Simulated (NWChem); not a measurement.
System: InNH$_{2}$F$_{2}$; SMILES [NH2][In]([F])[F]

The following NWChem deck was run.

```
start job
memory heap 200 mb stack 900 mb global 1100 mb
geometry units angstroms noautosym nocenter noautoz
  In     0.000088    -0.004522     0.039102
  F     -1.615024    -1.093155    -0.039020
  F      1.624220    -1.079676    -0.038881
  N     -0.008143     2.007350    -0.028361
  H      0.818190     2.437906     0.381213
  H     -0.838144     2.431129     0.380975
end
basis spherical
  In library sto-3g
  F library sto-3g
  N library sto-3g
  H library sto-3g
end
dft
  xc b3lyp
  iterations 150
end
property
  response 1 0.0773
end
task dft property
```

Excerpt of the output:

```
             Northwest Computational Chemistry Package (NWChem) 7.3.0
             --------------------------------------------------------

                             Geometry "geometry" -> ""
                             -------------------------

 Output coordinates in angstroms (scale by  1.889725989 to convert to a.u.)

  No.       Tag          Charge          X              Y              Z
 ---- ---------------- ---------- -------------- -------------- --------------
    1 In                  49.0000     0.00008800    -0.00452200     0.03910200
    2 F                    9.0000    -1.61502400    -1.09315500    -0.03902000
    3 F                    9.0000     1.62422000    -1.07967600    -0.03888100
    4 N                    7.0000    -0.00814300     2.00735000    -0.02836100
    5 H                    1.0000     0.81819000     2.43790600     0.38121300
    6 H                    1.0000    -0.83814400     2.43112900     0.38097500

 Effective nuclear repulsion energy (a.u.)     394.3162686141

                              NWChem Property Module
                              ----------------------

                                 NWChem DFT Module
                                 -----------------

 Summary of "ao basis" -> "ao basis" (spherical)
 ------------------------------------------------------------------------------
       Tag                 Description            Shells   Functions and Types
 ---------------- ------------------------------  ------  ---------------------
 In                          sto-3g                 11       27   5s4p2d
 F                           sto-3g                  3        5   2s1p
 N                           sto-3g                  3        5   2s1p
 H                           sto-3g                  1        1   1s

            General Information
            -------------------
          SCF calculation type: DFT
          Wavefunction type:  closed shell.
          No. of atoms     :     6
          No. of electrons :    76
           Alpha electrons :    38
            Beta electrons :    38
          Charge           :     0
          Spin multiplicity:     1
          Use of symmetry is: off; symmetry adaption is: off
          Maximum number of iterations: 150
          AO basis - number of functions:    44
                     number of shells:    22
          Convergence on energy requested:  1.00D-06
          Convergence on density requested:  1.00D-05
          Convergence on gradient requested:  5.00D-04

              XC Information
              --------------
                         B3LYP Method XC Potential
                     Hartree-Fock (Exact) Exchange  0.200
                        Slater Exchange Functional  0.800 local
                    Becke 1988 Exchange Functional  0.720 non-local
              Lee-Yang-Parr Correlation Functional  0.810
                  VWN I RPA Correlation Functional  0.190 local

             Grid Information
             ----------------
          Grid used for XC integration:  medium
          Radial quadrature: Mura-Knowles
          Angular quadrature: Lebedev.
          Tag              B.-S. Rad. Rad. Pts. Rad. Cut. Ang. Pts.
          ---              ---------- --------- --------- ---------
          In                  1.55      123           8.0       590
          F                   0.50       49          11.0       434
          N                   0.65       49           7.0       434
          H                   0.35       45           8.0       434
          Grid pruning is: on
          Number of quadrature shells:   360
          Spatial weights used:  Erf1

      Superposition of Atomic Density Guess
      -------------------------------------

 Sum of atomic energies:       -5933.33605609

      Non-variational initial energy
      ------------------------------

 Total energy =   -5933.048013
 1-e energy   =   -9016.951014
 2-e energy   =    2689.586732
 HOMO         =      -0.164473
 LUMO         =       0.124177

   convergence    iter        energy       DeltaE   RMS-Dens  Diis-err
 ---------------- ----- ----------------- --------- --------- ---------
 d= 0,ls=0.0,diis     1  -5936.6293581397 -6.33D+03  8.22D-02  7.09D-01
 d= 0,ls=0.0,diis     2  -5935.8253595776  8.04D-01  5.59D-02  5.56D+00
 d= 0,ls=0.0,diis     3  -5936.8384527809 -1.01D+00  1.33D-02  1.54D-01
 d= 0,ls=0.0,diis     4  -5936.8591211952 -2.07D-02  4.95D-03  3.25D-02
 d= 0,ls=0.0,diis     5  -5936.8656390967 -6.52D-03  1.75D-04  1.03D-05
  Resetting Diis
 d= 0,ls=0.0,diis     6  -5936.8656423888 -3.29D-06  3.22D-05  6.18D-07
 d= 0,ls=0.0,diis     7  -5936.8656425543 -1.66D-07  1.29D-05  2.65D-08
 d= 0,ls=0.0,diis     8  -5936.8656425427  1.16D-08  8.27D-06  8.25D-08

         Total DFT energy =    -5936.865642542713
      One electron energy =    -9010.124710161183
           Coulomb energy =     2864.509566022932
    Exchange-Corr. energy =     -185.566767018599
 Nuclear repulsion energy =      394.316268614136

 Numeric. integr. density =       76.000003262100

                       DFT Final Molecular Orbital Analysis
                       ------------------------------------

 Vector   36  Occ=2.000000D+00  E=-1.321933D-01
              MO Center=  1.4D-03, -1.1D-01, -7.8D-02, r^2= 3.9D+00
   Bfn.  Coefficient  Atom+Function         Bfn.  Coefficient  Atom+Function
  ----- ------------  ---------------      ----- ------------  ---------------
    31      0.477994  2 F  py                36      0.479725  3 F  py
    42      0.448522  4 N  pz                27     -0.318026  1 In d  2
    39     -0.292302  4 N  s                 32     -0.223267  2 F  pz
    37     -0.223085  3 F  pz                24     -0.161354  1 In d -1
    30     -0.162024  2 F  px                35      0.158638  3 F  px

 Vector   37  Occ=2.000000D+00  E=-1.290571D-01
              MO Center=  3.3D-03, -9.5D-01, -2.9D-02, r^2= 2.8D+00
   Bfn.  Coefficient  Atom+Function         Bfn.  Coefficient  Atom+Function
  ----- ------------  ---------------      ----- ------------  ---------------
    30      0.580902  2 F  px                35      0.578072  3 F  px
    23     -0.345339  1 In d -2              36      0.324407  3 F  py
    31     -0.320070  2 F  py                18      0.126666  1 In d -2
    15     -0.109110  1 In px                11      0.052260  1 In px
    29     -0.046596  2 F  s                 34      0.046612  3 F  s

 Vector   38  Occ=2.000000D+00  E=-1.109637D-01
              MO Center= -2.8D-03,  7.1D-01, -5.7D-02, r^2= 3.6D+00
   Bfn.  Coefficient  Atom+Function         Bfn.  Coefficient  Atom+Function
  ----- ------------  ---------------      ----- ------------  ---------------
    42      0.608302  4 N  pz                31     -0.354162  2 F  py
    36     -0.354655  3 F  py                41     -0.343452  4 N  py
    27      0.282502  1 In d  2              32     -0.235702  2 F  pz
    37     -0.235691  3 F  pz                39     -0.170915  4 N  s
    24     -0.145693  1 In d -1              22     -0.103452  1 In d  2

 Vector   39  Occ=0.000000D+00  E= 1.114471D-01
              MO Center= -6.3D-05,  2.6D-02,  5.6D-01, r^2= 2.6D+00
   Bfn.  Coefficient  Atom+Function         Bfn.  Coefficient  Atom+Function
  ----- ------------  ---------------      ----- ------------  ---------------
    17      0.762398  1 In pz                14      0.540066  1 In s
    42     -0.317122  4 N  pz                41      0.295194  4 N  py
    32     -0.265931  2 F  pz                37     -0.265911  3 F  pz
    13     -0.254128  1 In pz                35      0.201778  3 F  px
    30     -0.200726  2 F  px                39     -0.153781  4 N  s

 Vector   40  Occ=0.000000D+00  E= 1.315693D-01
              MO Center=  2.3D-04, -4.5D-02, -5.6D-01, r^2= 2.6D+00
   Bfn.  Coefficient  Atom+Function         Bfn.  Coefficient  Atom+Function
  ----- ------------  ---------------      ----- ------------  ---------------
    14      0.763187  1 In s                 17     -0.586379  1 In pz
    39     -0.466330  4 N  s                 35      0.305335  3 F  px
    30     -0.303702  2 F  px                41      0.255739  4 N  py
    31     -0.203153  2 F  py                36     -0.200582  3 F  py
    13      0.192467  1 In pz                25     -0.178785  1 In d  0

 Vector   41  Occ=0.000000D+00  E= 2.908540D-01
              MO Center=  2.5D-04, -2.7D-02,  4.0D-02, r^2= 2.7D+00
   Bfn.  Coefficient  Atom+Function         Bfn.  Coefficient  Atom+Function
  ----- ------------  ---------------      ----- ------------  ---------------
    15      1.076909  1 In px                31      0.325664  2 F  py
    36     -0.323501  3 F  py                11     -0.321792  1 In px
    29      0.304686  2 F  s                 34     -0.304782  3 F  s
    35      0.262014  3 F  px                30      0.259159  2 F  px
    43     -0.174190  5 H  s                 44      0.174193  6 H  s

     Multipole analysis of the density
     ---------------------------------

     L   x y z        total         alpha         beta         nuclear
     -   - - -        -----         -----         ----         -------
     0   0 0 0     -0.000000    -38.000000    -38.000000     76.000000

     1   1 0 0     -0.001929     -0.010527     -0.010527      0.019126
     1   0 1 0      0.421030      1.019858      1.019858     -1.618686
     1   0 0 1      0.459767     -1.450603     -1.450603      3.360972

     2   2 0 0    -28.737844   -101.127792   -101.127792    173.517740
     2   1 1 0     -0.002829      0.089370      0.089370     -0.181569
     2   1 0 1     -0.008311      0.008021      0.008021     -0.024353
     2   0 2 0    -28.107799   -123.519782   -123.519782    218.931765
     2   0 1 1      2.034767     -2.928799     -2.928799      7.892365
     2   0 0 2    -24.428493    -12.925466    -12.925466      1.422440

 *** CALLING NEW AORESP DRIVER FOR CLOSED AND OPEN SHELLS ***
 Entering AOResponse driver routine

--------------------------------------------------------------------------------

          -----------------------------------------------
          Solving response equations for perturbing field
          -----------------------------------------------

 number of frequencies:     1
 frequency in a.u.:  0.7730000E-01
 Perturbing field: electric
 Using El. Dipole Length Gauge

 Setting up CPKS with frequency omega =      0.07730000 a.u.

                            NWChem Dynamic CPHF Module
                            --------------------------

    scftype = RHF
    nclosed =   38
      nopen =    0
  variables =      456
  num. vecs =        3
  tolerance =   1.0D-04
  max. iter =   50

 SCF residual:    4.1523236877050298E-005

Iterative solution of linear equations
  No. of variables      456
  No. of equations        3
  Maximum subspace       30
       Convergence  1.0D-04

   iter   nsub   residual    time
   ----  ------  --------  ---------
     1      3    7.28D+00       4.6
     2      6    1.91D+00       6.3
     3      9    9.56D-02       8.1
     4     12    1.45D-02       9.8
     5     15    1.28D-03      11.7
     6     18    3.41D-04      14.1
     7     21    2.46D-05      16.9

 Electric Dipole Response Matrix (nonzero elements):

              1        2        3
    1   24.1187  -0.0351   0.0027
    2   -0.0351  32.6899  -0.4933
    3    0.0027  -0.4933  14.3240

 ------------------------------------------
 average:        23.71090 + I       0.00000

 DFT Linear Response polarizability / au
 Frequency  =       0.0773000 / au
 Wavelength =     589.4353558 / nm
              X              Y              Z
 -----------------------------------------------
 X      24.1187301     -0.0350724      0.0026767
 Y      -0.0350724     32.6899318     -0.4933064
 Z       0.0026768     -0.4933164     14.3240257
 -----------------------------------------------
 Eigenvalues =      24.1185866     32.7033162     14.3107847
 Isotropic   =      23.7108959
 Anisotropic =      15.9401345
 -----------------------------------------------

 Magnetic Dipole Response Matrix (nonzero elements):
```

Level: B3LYP/STO-3G, non-relativistic. STO-3G and 3-21G are far too small for this property and stand as cheap habits. Geometry: optimised at PBE0/def2-SVP (def2 core potentials past Kr). B3LYP is NWChem's, with the RPA form of VWN correlation.
